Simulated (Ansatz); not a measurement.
Mulliken charges of BH6NOSi (`BN[SiH2]O`) from PBE/def2-TZVPP in Ansatz (PBE0-D4/def2-TZVP geometry).

```
atom   x (Å)   y (Å)   z (Å)  charge (e)
  B1  -0.176   1.734   0.070      -0.124
  N2  -0.074   0.466   0.656      -0.138
 Si3  -0.285  -1.064  -0.145       0.427
  O4   1.112  -1.920  -0.258      -0.343
  H5  -0.429   1.812  -1.098      -0.003
  H6  -0.008   2.715   0.737      -0.006
  H7   0.147   0.437   1.643       0.151
  H8  -1.169  -1.932   0.664      -0.070
  H9  -0.853  -0.744  -1.475      -0.081
 H10   1.819  -1.554  -0.791       0.187
```

Task: By hand: the dipole of these point charges (1 e Å = 4.8032 D).

Result: Σ q r = (0.044, -0.126, 0.099) e Å, of length 0.166 e Å = 0.80 D.

Task: How does the dipole of the full density compare? (Estimate.)

Result: Ansatz gave: (0.178, -0.045, 0.062) e Å, 0.93 D; the point charges give 0.86 times that, at 52° from its direction.

Point charges leave out the atoms' own dipoles, such as those of lone pairs, and Mulliken's split depends on the basis, so the two needn't agree.
